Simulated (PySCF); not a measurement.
Job file and geometry (Å, from PBE0-D3(BJ)/def2-SVP) of an NMR shielding run on SMILES CN(C)C(=O)[SiH2]C([SiH3])[SiH3], C4H15NOSi3, GIAO PBE0/pcSseg-1 NMR shielding, non-relativistic, gas phase in PySCF 2.14.0, density-fitted response routines; density fitting, a coarse starting grid and PySCF grid level 2 are the driver's defaults:

```
$ OMP_NUM_THREADS=1 python probes_run.py task.json out

{"job": {"kind": "nmr", "xc": "PBE0", "basis": "pcSseg-1"}, "charge": 0, "multiplicity": 1}
C     -2.856055    -0.966640     0.206586
N     -2.255700     0.338509     0.218432
C     -3.117632     1.455700     0.519576
C     -0.933696     0.552034    -0.012357
O     -0.429860     1.669863     0.023363
Si     0.288320    -0.894320    -0.419643
C      1.897550    -0.039402    -0.818687
Si     2.409810     1.155959     0.568522
Si     3.285654    -1.232121    -1.255796
H     -3.646775    -1.036566    -0.560405
H     -2.106048    -1.738519    -0.013360
H     -3.308326    -1.204115     1.184949
H     -3.578505     1.337531     1.514865
H     -2.509117     2.368102     0.506511
H     -3.924336     1.541747    -0.227892
H      0.422966    -1.802924     0.763050
H     -0.213294    -1.715302    -1.568126
H      1.692424     0.576003    -1.713867
H      3.856225     0.893325     0.881811
H      1.653879     0.881836     1.827374
H      2.293783     2.583020     0.164197
H      2.866768    -2.161743    -2.353214
H      3.651009    -2.056898    -0.063332
H      4.496745    -0.483553    -1.711107
```

Task: What does the program print?

Result: 
```
coarse grid: 20664 points
cycle   1  E = -1158.9273524977  dE =  7.265e-01  |g| = 8.704e-01  |ddm| = 4.296e+00
cycle   2  E = -1158.1947188958  dE =  7.326e-01  |g| = 2.044e+00  |ddm| = 2.738e+00
cycle   3  E = -1159.0744181304  dE = -8.797e-01  |g| = 2.061e-01  |ddm| = 2.249e+00
cycle   4  E = -1159.0812551886  dE = -6.837e-03  |g| = 1.186e-01  |ddm| = 2.620e-01
cycle   5  E = -1159.0845488666  dE = -3.294e-03  |g| = 2.245e-02  |ddm| = 1.101e-01
cycle   6  E = -1159.0846615017  dE = -1.126e-04  |g| = 6.993e-03  |ddm| = 2.487e-02
cycle   7  E = -1159.0846711125  dE = -9.611e-06  |g| = 1.789e-03  |ddm| = 6.088e-03
final grid: 183392 points
cycle   8  E = -1159.1452148305  dE = -1.109e-05  |g| = 1.376e-02  |ddm| = 2.728e-02
cycle   9  E = -1159.1451062526  dE =  1.086e-04  |g| = 2.729e-02  |ddm| = 2.996e-02
cycle  10  E = -1159.1452513679  dE = -1.451e-04  |g| = 3.236e-03  |ddm| = 2.125e-02
cycle  11  E = -1159.1452536581  dE = -2.290e-06  |g| = 3.968e-04  |ddm| = 2.898e-03
cycle  12  E = -1159.1452536909  dE = -3.273e-08  |g| = 1.508e-04  |ddm| = 4.892e-04
cycle  13  E = -1159.1452536968  dE = -5.954e-09  |g| = 2.570e-05  |ddm| = 1.591e-04
cycle  14  E = -1159.1452536969  dE = -1.185e-10  |g| = 1.104e-05  |ddm| = 3.033e-05
converged SCF energy = -1159.1452536969

GIAO shielding tensors (ppm)
atom      isotropic    diamagn.    paramagn.     s11        s22        s33       span
  0 C      146.683     246.697    -100.014    128.789    130.699    180.560     51.770
  1 N      124.923     335.582    -210.660    -18.608    168.057    225.318    243.925
  2 C      154.165     243.041     -88.876    124.942    153.597    183.958     59.016
  3 C        1.626     260.295    -258.670    -72.086     -4.438     81.401    153.487
  4 O     -146.859     404.978    -551.837   -538.454   -201.060    298.937    837.392
  5 Si     399.088     885.184    -486.096    332.213    375.333    489.716    157.503
  6 C      211.566     265.190     -53.623    203.419    211.341    219.940     16.521
  7 Si     412.517     880.427    -467.911    382.212    394.333    461.005     78.793
  8 Si     417.716     878.666    -460.950    382.618    402.301    468.228     85.610
  9 H       28.553      29.036      -0.483     24.745     25.901     35.013     10.268
 10 H       28.207      31.777      -3.569     23.173     29.671     31.778      8.605
 11 H       28.590      29.509      -0.919     24.832     25.981     34.956     10.125
 12 H       29.272      27.840       1.432     24.605     26.955     36.255     11.650
 13 H       26.478      29.926      -3.448     20.894     27.835     30.707      9.813
 14 H       29.251      27.320       1.931     24.467     26.945     36.340     11.873
 15 H       26.808      32.590      -5.782     22.681     26.764     30.979      8.298
 16 H       26.523      32.369      -5.846     21.625     26.726     31.220      9.595
 17 H       31.914      35.067      -3.154     26.754     28.366     40.622     13.868
 18 H       27.453      29.323      -1.870     23.303     26.402     32.654      9.351
 19 H       27.575      30.738      -3.163     23.743     27.350     31.632      7.889
 20 H       26.706      29.740      -3.035     22.899     24.795     32.423      9.524
 21 H       27.112      27.641      -0.529     22.972     25.407     32.957      9.985
 22 H       27.388      28.149      -0.761     24.118     25.448     32.598      8.480
 23 H       27.159      27.410      -0.251     23.333     25.138     33.007      9.674
```

Task: Turn these shieldings into chemical shifts. Chemical shifts δ = σref − σ; 13C (σ = 184.41 ppm) and 29Si (σ = 351.99 ppm) and 1H (σ = 31.27 ppm) against TMS; 15N (σ = 265.67 ppm) against NH3; 17O (σ = 334.56 ppm) vs H2O, all at this level.

Result: Averaging equivalent atoms: C 3: 182.8; C 0/2: 34.0; C 6: -27.2; N 1: 140.7; O 4: 481.4; Si 5: -47.1; Si 7/8: -63.1; H 15/16: 4.60; H 18/19/20/21/22/23: 4.03; H 9/10/11/12/13/14: 2.88; H 17: -0.65 ppm. Unscaled 17O shifts of doubly bonded oxygen tend to come out too high, by tens of ppm or more. Experimental scales use liquid or dissolved standards, which lie at an offset from isolated NH3 (liquid NH3: subtract about 20 ppm) and H2O (liquid H2O: subtract about 36 ppm).

Size and cost of the density-fitted run: 249 basis functions, 80 s wall time on 1 thread of an Arm Neoverse V1, shared host; peak memory 1.3 GiB.
